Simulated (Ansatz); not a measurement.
Consider the formal hydrolysis of a Mg–C bond: `C[CH2][Mg][CH3]` + H₂O → `[CH3][Mg][OH]` + `CC`.

Gas-phase electronic energies from Ansatz, PBE0-D4/def2-TZVP geometries. CBS: MP2 limit from def2 TZ/QZ plus the TZ coupled-cluster correction, frozen cores. This one scheme is used for every species. DFT in def2-TZVPP. B3LYP here is the variant with VWN-RPA as its local correlation; programs differ in this. HSE06 is defined as in plane-wave codes. For Mg outer-core shells are correlated without core-valence functions, which leaves a few kJ/mol of doubt a bond. Each species was taken in one conformer, which may not be the lowest.

`C[CH2][Mg][CH3]`:

```xyz
12

C     1.586    1.419    0.638
C     1.342   -0.083    0.465
Mg   -0.561   -0.643   -0.235
C    -2.455   -1.190   -0.929
H     0.887    1.870    1.349
H     2.595    1.645    1.005
H     1.468    1.965   -0.303
H     2.095   -0.499   -0.218
H     1.520   -0.594    1.420
H    -2.783   -0.558   -1.761
H    -3.216   -1.107   -0.146
H    -2.477   -2.225   -1.286
```

H₂O:

Z-matrix (Å, degrees):
```
O
H 1 0.960
H 1 0.960 2 105.1
```

`[CH3][Mg][OH]`:

Cartesian coordinates in Å:
```
C 0.432 -1.046 0.746
Mg -0.229 0.553 -0.396
O -0.792 1.913 -1.370
H 1.524 -1.117 0.744
H 0.044 -1.997 0.369
H 0.114 -0.955 1.789
H -1.093 2.649 -1.882
```

`CC`:

Cartesian coordinates in Å:
```
C 0.248 -0.141 -0.704
C -0.248 0.141 0.704
H 1.296 0.141 -0.822
H 0.164 -1.203 -0.950
H -0.328 0.414 -1.448
H -1.296 -0.141 0.822
H -0.164 1.203 0.950
H 0.328 -0.415 1.448
```

```csv
level,ΔE (kJ/mol),difference from CCSD(T)/CBS
B97M-V,-162.5,-4.4
PBE0-D4,-154.4,3.7
B3LYP-D4,-164.2,-6.1
CAM-B3LYP-D4,-170.0,-11.9
ωB97X-V,-164.8,-6.7
PBE-QIDH,-160.4,-2.3
r2SCAN,-166.3,-8.2
HSE06,-155.3,2.8
CCSD/def2-TZVPP,-161.0,-2.9
HF/def2-QZVPP,-179.3,-21.2
CCSD(T)/CBS,-158.1,0
```

Largest T1 diagnostic among the species: 0.010.

The D4 term adds +3.1 kJ/mol with B3LYP and +1.8 kJ/mol with PBE0; it sums over pairs of atoms, weighted by their polarisabilities, and B3LYP, whose exchange is more repulsive, gets the larger term. From PBE to PBE0 (25 % exact exchange), in def2-TZVPP and without D4, ΔE moves by −3.4 kJ/mol. At CCSD(T), def2-SVP lies −19.4 kJ/mol from the extrapolated value and def2-TZVPP +0.8 kJ/mol.
